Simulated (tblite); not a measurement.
Species: C6H8ClO2 (doublet state).
SMILES with atom numbers: `[CH2:1]=[C:2]([Cl:3])[C@@H:4]1[O:5][C@H:6]([CH3:7])[C:8]1[OH:9]` (hydrogens: H10, H11 on C1; H12 on C4; H13 on C6; H14, H15, H16 on C7; H17 on O9)

Geometry (GFN2-xTB, Å), atoms numbered from 1 in this order:
```
atom  x, y, z in Å
C1     2.1593    1.3075    0.5131
C2     1.8725    0.0391    0.3005
Cl3    2.8034   -1.2491    0.9929
C4     0.7182   -0.4748   -0.5106
O5    -0.1737    0.5360   -0.9764
C6    -1.3200   -0.0626   -0.3363
C7    -2.0443    0.8768    0.6151
C8    -0.4130   -1.0920    0.2674
O9    -0.6948   -2.4102    0.4499
H10    1.5440    2.0611    0.0551
H11    2.9880    1.6232    1.1206
H12    1.1061   -1.0919   -1.3403
H13   -2.0243   -0.4552   -1.0857
H14   -2.4763    1.7039    0.0589
H15   -2.8322    0.3303    1.1252
H16   -1.3462    1.2696    1.3494
H17    0.1262   -2.8997    0.5846
```

Method: GFN2-xTB as coded in tblite; computed harmonic values from a numerical Hessian at the method's own geometry, unscaled. Against measured fundamentals such values can be off by several per cent, at times by over 20. One conformer, not necessarily the lowest. Open shells enter through the occupations alone, without spin polarisation, and single modes of such species can be off by tens of per cent.

Harmonic wavenumbers (cm⁻¹): 40.1, 61.5, 93.4, 178.0, 184.3, 248.0, 283.0, 307.1, 335.5, 348.5, 431.7, 467.4, 537.9, 678.4, 685.2, 721.6, 860.1, 884.2, 905.3, 942.8, 1030.5, 1041.1, 1053.6, 1081.1, 1106.7, 1124.5, 1137.6, 1180.6, 1238.6, 1252.7, 1282.7, 1357.4, 1383.5, 1403.6, 1468.1, 1483.0, 1699.6, 2779.4, 2828.0, 3048.1, 3050.4, 3052.9, 3118.4, 3155.9, 3506.7.

A = 2153, B = 1005, C = 782.3 MHz; mass 147.021 u (most abundant isotopes); point group C1, symmetry number 1; spin multiplicity 2.

Problem. Zero-point energy?

Solution. ½Σν̃ = 27529 cm⁻¹ = 329.32 kJ/mol.

Problem. What is S at 273.15 K and 1 bar for an ideal gas of classical rigid rotors and harmonic oscillators?

Solution. Translation 169.28, rotation 122.88, vibration 112.17, spin (R ln 2) 5.76: S = 410.1 J/(mol K).

Problem. And Cp and H(273.15 K) − H(0)?

Solution. Cp = 147.79 J/(mol K), of which vibrations give 114.53 (their classical limit is 45 R = 374.2); H(273.15 K) − H(0) = 25.14 kJ/mol without the zero-point energy, 16.06 from vibrations.

Problem. Which modes carry the vibrational entropy at 273.15 K?

Solution. 40.1 cm⁻¹: 21.26; 61.5 cm⁻¹: 17.72; 93.4 cm⁻¹: 14.30; 178.0 cm⁻¹: 9.15; 184.3 cm⁻¹: 8.88; 248.0 cm⁻¹: 6.66 J/(mol K); the other 39 give 34.21 together.

Problem. How do the functions run with temperature in this model?

Solution. 
```tsv
T (K)	S (J/(mol K))	Cp (J/(mol K))	H − H(0) (kJ/mol)	G − H(0) (kJ/mol)	ln q(vib)
50	256.5	55.0	2.14	-10.68	0.65
100	301.6	78.1	5.47	-24.70	1.89
298.15	423.5	157.6	28.96	-97.29	7.07
373.15	461.9	186.1	41.86	-130.51	8.99
500	522.3	227.0	68.17	-193.00	12.17
750	625.7	281.8	132.35	-336.91	18.16
1000	711.8	316.1	207.38	-504.40	23.64
```

q(vib) and H(0) count from the zero-point level.

Problem. What must be added to the electronic energy to get the Gibbs energy at 273.15 K and 1 bar?

Solution. ZPE + [H(273.15 K) − H(0)] − T·S = 329.32 + 25.14 − 112.02 = 242.44 kJ/mol.

Hindered rotation and anharmonicity are outside this model. Other conformers, if any are populated, would add a mixing term that is left out. The structure is chiral; the term R ln 2 for an equal mix with its mirror image is left out.
